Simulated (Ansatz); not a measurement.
One change: `N/C(F)=[CH]/[GeH3]` becomes `N/C(F)=C\O`.

Ansatz, PBE0-D4/def2-TZVP geometries, multiplicity 1. Each molecule was computed in one conformer, which needn't be the lowest.

Scalar relativity is left out up to krypton.

```
                                                                                  property  `N/C(F)=[CH]/[GeH3]`
                                                        HOMO energy (PBE0/def2-TZVPP) / eV                 -6.47
                                                     LUMO energy (ωB97M-V/def2-TZVPP) / eV                  2.15
ideal-gas entropy at 298 K and 1 bar (rigid rotor, harmonic PBE0-D4/def2-TZVP) / J/(mol·K)                   358
                                                         HOMO energy (PBE/def2-TZVPP) / eV                 -5.29
                                                       HOMO energy (B3LYP/def2-TZVPP) / eV                 -6.26
                                          size of the dipole moment (B3LYP/def2-TZVPP) / D                  3.01
```

(1) What does the change do to each property? (Best estimate.)

Results:

(1) The calculation gave: 
```json
{"property": "HOMO energy (PBE0/def2-TZVPP) / eV", "`N/C(F)=C\\O`": "-6.37", "shift": "0.10"}
{"property": "LUMO energy (ωB97M-V/def2-TZVPP) / eV", "`N/C(F)=C\\O`": "2.13", "shift": "-0.02"}
{"property": "ideal-gas entropy at 298 K and 1 bar (rigid rotor, harmonic PBE0-D4/def2-TZVP) / J/(mol·K)", "`N/C(F)=C\\O`": "302", "shift": "-56"}
{"property": "HOMO energy (PBE/def2-TZVPP) / eV", "`N/C(F)=C\\O`": "-5.07", "shift": "0.22"}
{"property": "HOMO energy (B3LYP/def2-TZVPP) / eV", "`N/C(F)=C\\O`": "-6.19", "shift": "0.07"}
{"property": "size of the dipole moment (B3LYP/def2-TZVPP) / D", "`N/C(F)=C\\O`": "2.08", "shift": "-0.93"}
```

With PBE0 the HOMO rises by 0.10 eV and the LUMO rises by 0.28 eV, so the gap widens by about 0.18 eV. PBE moves the HOMO by 0.22 eV and ωB97M-V by 0.02 eV. The zero-point energy changes by -20.8 kJ/mol with -6 modes. Dipoles are sizes alone; their direction can turn. Modes under 60 cm⁻¹, often nearly free rotors, make the harmonic entropy too high.

Positive LUMOs are unbound, so they and the gaps depend on the basis.

B3LYP here is the variant with VWN-RPA as its local correlation; programs differ in this.
